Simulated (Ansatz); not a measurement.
Reaction (isomerisation): `CB1N=C1C` → `BNC=C=C`

Isolated molecules relaxed with PBE0-D4/def2-TZVP in Ansatz; ΔE leaves out vibrations. CCSD(T)/CBS is the MP2 limit (def2-TZVPP, def2-QZVPP) plus CCSD(T) − MP2 in def2-TZVPP, frozen cores. Functionals use def2-TZVPP. One conformer a species, not always the lowest.

(1) Is it downhill or uphill in electronic energy at CCSD(T)/CBS, and by how much? (Best estimate.)

(2) What do these levels give: r2SCAN0-D4, CAM-B3LYP-D4, ωB97X-V, ωB97M-V, B2PLYP, PBE-QIDH, CAM-B3LYP, LC-ωPBE, CCSD/def2-SVP, CCSD(T)/def2-SVP, MP2/def2-TZVPP, HF/CBS(def2)? (Best estimate.)

(3) What do rigid-rotor, harmonic-oscillator terms from PBE0-D4/def2-TZVP frequencies (298.15 K, 1 bar) make of the CCSD(T)/CBS value? (An estimate is asked.)

Largest T1 diagnostic among the species: 0.014.

Results:

(1) The calculation gave: Uphill: ΔE = +48.4 kJ/mol.

(2) The calculation gave: r2SCAN0-D4 60.8, CAM-B3LYP-D4 44.3, ωB97X-V 66.1, ωB97M-V 59.0, B2PLYP 44.3, PBE-QIDH 67.6, CAM-B3LYP 44.5, LC-ωPBE 77.8, CCSD/def2-SVP 53.1, CCSD(T)/def2-SVP 51.0, MP2/def2-TZVPP 61.5, HF/CBS(def2) 59.1 kJ/mol.

(3) Computed: ΔZPE = -3.0 kJ/mol, ΔH = +43.7 kJ/mol, ΔS = -22 J/(mol·K), ΔG = +50.3 kJ/mol. Modes under 50 cm⁻¹ make the entropy rough.

Leaving LDA and LC-ωPBE aside and taking each functional with its dispersion term where it has one, the values, not all of them listed here, spread over 46.5 kJ/mol, from BLYP-D4 to PBE-QIDH. LDA lies −6.0 kJ/mol from PBE without D4. From BLYP to BHLYP (50 % exact exchange), in def2-TZVPP and without D4, ΔE moves by +25.7 kJ/mol.
